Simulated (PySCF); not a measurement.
Electron correlation in Cr (chromium, neutral)

[Ar] 3d5 4s1, high-spin 7S determinant. Computed with PySCF 2.14 in dyall-av2z, with no relativity, point nucleus. Frozen: [Ar]; 6 electrons correlated; the 25 highest virtual orbitals of each spin left out.

MP2 pair energies summed by pair of shells (mhartree):

| pair | energy | share (%) |
| --- | --- | --- |
| 3d-3d | -74.04 | 85.7 |
| 3d-4s | -12.38 | 14.3 |

Total MP2 correlation energy: -86.42 mhartree.

Same-spin part -86.42 and opposite-spin part 0.00 mhartree; SCS-MP2 scales them by 1/3 and 6/5 to -28.81 mhartree.
